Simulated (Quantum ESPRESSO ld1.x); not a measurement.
The numbers below are computed, except where a source is named.
Q: Nb IV, configuration [Kr] 4d2. Level of theory: Dirac Kohn-Sham, rPW86 exchange with PBE correlation, spin-unpolarised, spherical densities, point nucleus; open shells fill j = l - 1/2 first (ld1.x of Quantum ESPRESSO 7.5). Some entries of the table are withheld. Estimate them.

orbital  occ.  eigenvalue (hartree)  <r^2> (bohr^2)
1s1/2       2              -692.389        0.001756
2s1/2       2              -97.8059         0.02935
2p1/2       2              -89.8256             (1)
2p3/2       4              -86.3031             (2)
3s1/2       2              -17.2970          0.2246
3p1/2       2                   (3)          0.2240
3p3/2       4                   (4)          0.2346
3d3/2       4              -8.41800          0.2241
3d5/2       6              -8.31207          0.2276
4s1/2       2              -3.26751           1.487
4p1/2       2              -2.42739             (5)
4p3/2       4              -2.34720             (6)
4d3/2       2              -1.12965           3.442
4d5/2       0              -1.12118           3.489

A: 
(1) 2p1/2 <r^2> (bohr^2): 0.02222
(2) 2p3/2 <r^2> (bohr^2): 0.02360
(3) 3p1/2 eigenvalue (hartree): -14.2895
(4) 3p3/2 eigenvalue (hartree): -13.7198
(5) 4p1/2 <r^2> (bohr^2): 1.798
(6) 4p3/2 <r^2> (bohr^2): 1.879
